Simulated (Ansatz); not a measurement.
Level of theory: frozen-core CCSD(T)/cc-pVTZ // PBE-D3(BJ)/def2-TZVP in Ansatz (a first-principles code).

Ansatz 0.2 input:
```yaml
crystal:
  periodic: [false, false, false]
  atoms:
    - { symbol: Cl, position_ang: [-1.056918, -1.846606, -0.043338] }
    - { symbol: Ga, position_ang: [0.002282, 0.000063, 0.000937] }
    - { symbol: Cl, position_ang: [-1.067023, 1.841359, 0.016593] }
    - { symbol: Cl, position_ang: [2.131436, 0.005461, 0.028499] }
basis:
  gaussian: { orbitals: cc-pVTZ }
correlation:
  method: ccsd_t
```

Output:

```
Functional definition: HF
895 factors; integrals over basis functions are off by at most 1.2e-3 eV
mean field evaluation 1: about -89851.3626 eV, gradient 2.1e1 eV
mean field evaluation 2: about -89851.4995 eV, gradient 2.2e1 eV
mean field evaluation 4: about -89852.8620 eV, gradient 1.7e0 eV
mean field evaluation 8: about -89852.8827 eV, gradient 1.5e-1 eV
mean field evaluation 16: about -89852.3361 eV, gradient 1.2e1 eV
mean field -89852.88280108 eV, -3302.0325384683 hartree, gradient 8.9e-6 eV, S^2 0.000000; 0 other end points of the search recorded, 0 dependent functions left out
24 core orbitals not correlated
reference -89852.88280108 eV, -3302.0325384683 hartree; 17, 17 occupied and 104, 104 virtual orbitals, 895 factors
second order -19.10366958 eV of doubles, -0.00000000 eV of singles
cycle   1  -19.77283625 eV  change   -6.7e-1 eV  update   9.1e-2
cycle   2  -20.22429729 eV  change   -4.5e-1 eV  update   2.5e-2
cycle   3  -20.29971095 eV  change   -7.5e-2 eV  update   1.2e-2
cycle   4  -20.29024466 eV  change    9.5e-3 eV  update   2.8e-3
cycle   5  -20.28931643 eV  change    9.3e-4 eV  update   9.8e-4
cycle   6  -20.28919995 eV  change    1.2e-4 eV  update   2.6e-4
cycle   7  -20.28915954 eV  change    4.0e-5 eV  update   8.1e-5
cycle   8  -20.28918654 eV  change   -2.7e-5 eV  update   2.3e-5
perturbative correction -0.92573216 eV, -0.0340200294 hartree
Total energy: -89874.09771978 eV, -3302.8121723504 hartree
```

Cost: roughly 30 core-seconds.
